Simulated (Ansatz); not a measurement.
`[SiH3][SiH]1[O][AlH]1` + `N=CO` → `O/C=N/[SiH3]` + `[O]1[AlH][SiH2]1` at 500 K and 1 bar (cleavage of the Si–Si bond).

Calculated with Ansatz (gas phase, PBE0-D4/def2-TZVP geometries, no zero-point term in ΔE). CBS: MP2 limit from def2 TZ/QZ plus the TZ coupled-cluster correction, frozen cores. This one scheme is used for every species. One conformer a species, not always the lowest.

```tsv
species	CCSD(T)/CBS energy (Eh)	H − E (kJ/mol)	S (J/(mol·K))
`[SiH3][SiH]1[O][AlH]1`	-898.36956	163.8	411.8
`N=CO`	-169.71775	145.0	280.5
`O/C=N/[SiH3]`	-460.01548	199.1	357.8
`[O]1[AlH][SiH2]1`	-608.08762	102.8	323.8
```

H − E and S are ideal-gas, rigid-rotor, harmonic terms from PBE0-D4/def2-TZVP, for one conformer and one mirror image of each species. 1 Eh = 2625.50 kJ/mol, R = 8.31446 J/(mol·K).

Q: By hand: ΔE, ΔH, ΔS and ΔG.

A: ΔE = (-460.01548) + (-608.08762) − (-898.36956) − (-169.71775) = -0.01579 Eh = -41.5 kJ/mol. Δ(H − E) = 199.1 + 102.8 − 163.8 − 145.0 = -6.9, so ΔH = -48.4 kJ/mol. ΔS = 357.8 + 323.8 − 411.8 − 280.5 = -10.7 J/(mol·K). ΔG = -48.4 − 500 × (-10.7)/1000 = -43.0 kJ/mol.

Q: By hand: the equilibrium constant, and the temperature at which ΔG would vanish if ΔH and ΔS stayed fixed.

A: log₁₀ K = −ΔG/(RT ln 10) = 4.5. ΔG = 0 at ΔH/ΔS = 4523 K, far beyond where these terms or the molecules hold.

The number of gas molecules stays the same, so ΔS is small and ΔH decides. A doubt of 5 kJ/mol in ΔE shifts log₁₀ K by 0.5 here. Other conformers and mirror images would add mixing entropy, several J/(mol·K) or more a flexible species. These are equilibria of isolated gas molecules and say nothing of rates. Largest T1 diagnostic: 0.016 (customary marks: 0.02 for closed shells, 0.045 for open ones).
